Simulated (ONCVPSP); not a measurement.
# Ti (Z = 22): excitation energies, all-electron against ONCV

titanium, optimised norm-conserving Vanderbilt (ONCV), made with ONCVPSP 4.0.1 (PBE, scalar-relativistic). Core [Ar], reference 3d2 4s1.5 (charge +0.5). Waves: 4s: rc 2.30 bohr, ncon 4, nbas 7, qcut 2.4 1/bohr, 1 projector; p scattering state at 0.06 Ha: rc 2.40 bohr, ncon 4, nbas 8, qcut 3 1/bohr, 2 projectors, debl 2.7 Ha; 3d: rc 2.50 bohr, ncon 3, nbas 7, qcut 7.6 1/bohr, 3 projectors, debl 4 Ha. Local part: polynomial inside 1.45 bohr (lpopt 5, dvloc0 1 Ha). Core correction: Teter function, fcfact 1.5, rcfact 1.15.

In the p channel the program set the typed energies aside and used 0.050, 2.750 Ha.

Energies are relative to the spin-unpolarised reference configuration 3d2 4s1.5; without spin polarisation the order of configurations can differ from experiment.

```
valence configuration  charge  ΔE all-electron (eV)  error AE − PS (meV)
              3d2 4s2       0                -2.937                 +2.3
              3d2 4s1      +1                 4.410                 +6.1
          3d2 4s1 4p1       0                 0.139                  +11
```

Question: What are ΔE and the potential's error for 3d2 4s0?

Answer: ΔE = 17.982 eV all-electron; the error (AE − PS) is +168 meV.

Levels in the configuration 3d2 4s1:

```
level  all-electron (eV)  pseudo (eV)
   3d            -11.368      -11.371
   4s            -10.351      -10.318
```

Note: ghosts flagged at negative energy: s at -37.0 eV; GHOST(+) flagged for p at 87.5 eV. A true bound ghost makes a file unfit for plane-wave use.
